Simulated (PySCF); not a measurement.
CHBFNO2, SMILES O=C=NB(O)F. Atoms are numbered in the order given.

```xyz
7

B      0.0150    -0.9686     0.0000
F      1.0835    -1.7697     0.0000
N      0.2145     0.4382     0.0000
C      0.0469     1.6253     0.0000
O     -0.0659     2.7889     0.0000
O     -1.2306    -1.4881     0.0000
H     -1.2370    -2.4546     0.0000
```

The structure is a stationary point at B3LYP-D3(BJ)/def2-SVP. One conformer was computed; it need not be the lowest.

Computed with PBE0/pcSseg-1 (PySCF).

GIAO shieldings, no solvent; atoms alike by connectivity are averaged. δ = σ(ref) − σ: ¹¹B against BF3 (σ = 88.8 ppm); ¹⁹F against CFCl3 (σ = 167.2 ppm); ¹⁵N against NH3 (σ = 267.4 ppm); ¹³C against TMS (σ = 186.3 ppm); ¹⁷O against H2O (σ = 334.2 ppm); ¹H against TMS (σ = 31.56 ppm), references at their B3LYP-D3(BJ)/def2-TZVP geometries, non-relativistic.

```
nucleus  atoms  count  δ (ppm)
-------  -----  -----  -------
¹¹B         B1      1      1.2
¹⁹F         F2      1   -112.0
¹⁵N         N3      1     54.0
¹³C         C4      1    125.9
¹⁷O         O5      1    149.5
¹⁷O         O6      1    115.6
¹H          H7      1     4.40
```
